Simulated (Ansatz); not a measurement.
Basis sets compared for `C[Si](C)(Cl)CCC(F)(F)C(F)(F)C(F)(F)C(F)(F)C(F)(F)C(F)(F)F`. Charge 0, multiplicity 1. Geometry r2SCAN-D4/def2-SVP. Ansatz on 2 threads of AMD EPYC 7R13 on a shared host and a share (18 GiB) of an NVIDIA H100 80GB HBM3; times are rough, and most runs start from earlier orbitals.

```xyz
35

C     4.1206   -1.4946   -1.0133
Si    2.7762   -2.7829   -0.8522
C     3.0038   -3.8383    0.6734
Cl    2.8733   -4.0346   -2.5264
C     1.0670   -1.9915   -0.8925
C     0.7958   -1.0390    0.2732
C    -0.5824   -0.4168    0.1723
F    -1.5438   -1.3749    0.2163
F    -0.7130    0.2405   -1.0100
C    -0.8615    0.5967    1.3061
F    -0.5718   -0.0113    2.4805
F    -0.0218    1.6465    1.1536
C    -2.2984    1.1573    1.4863
F    -2.2618    1.9523    2.5740
F    -3.1255    0.1270    1.7403
C    -2.9620    1.9670    0.3348
F    -4.1551    2.3718    0.8254
F    -3.1817    1.1419   -0.7009
C    -2.2126    3.2270   -0.1726
F    -1.2139    2.8494   -0.9867
F    -1.7046    3.9096    0.8695
C    -3.1230    4.2006   -0.9680
F    -3.8340    3.5321   -1.8760
F    -2.3509    5.0890   -1.5918
F    -3.9479    4.8490   -0.1526
H     4.1243   -0.8121   -0.1468
H     3.9838   -0.8907   -1.9245
H     5.1130   -1.9694   -1.0696
H     3.9753   -4.3572    0.6480
H     2.9750   -3.2251    1.5898
H     2.2151   -4.6038    0.7481
H     0.3101   -2.7949   -0.9024
H     0.9591   -1.4539   -1.8503
H     1.5225   -0.2098    0.3014
H     0.8509   -1.5568    1.2436
```

Single mean-field runs in def2-SVP, def2-TZVP are fitted with def2-universal-jkfit.

Binding counts from free atoms (C triplet, Si triplet, Cl doublet, F doublet, H doublet) in the same basis, without a counterpoise term.

| level | functions | energy (Eh) | HOMO (eV) | LUMO (eV) | binding per atom (eV) | wall time |
| --- | --- | --- | --- | --- | --- | --- |
| PBE-D4/def2-SVP | 408 | -2431.3175 | -7.01 | -0.43 | 4.57 | 18 s |
| PBE0-D4/def2-SVP | 408 | -2431.4144 | -8.45 | 0.55 | 4.41 | 20 s |

(1) Estimate the rows for PBE-D4/def2-TZVP (with forces), PBE0-D4/def2-TZVP.

## Answers

(1) 
```
                         level  functions  energy (Eh)  HOMO (eV)  LUMO (eV)  binding per atom (eV)  wall time
PBE-D4/def2-TZVP (with forces)        847   -2433.5678      -7.21      -0.83                   4.46       16 s
             PBE0-D4/def2-TZVP        847   -2433.6575      -8.56       0.29                   4.32       15 s
```
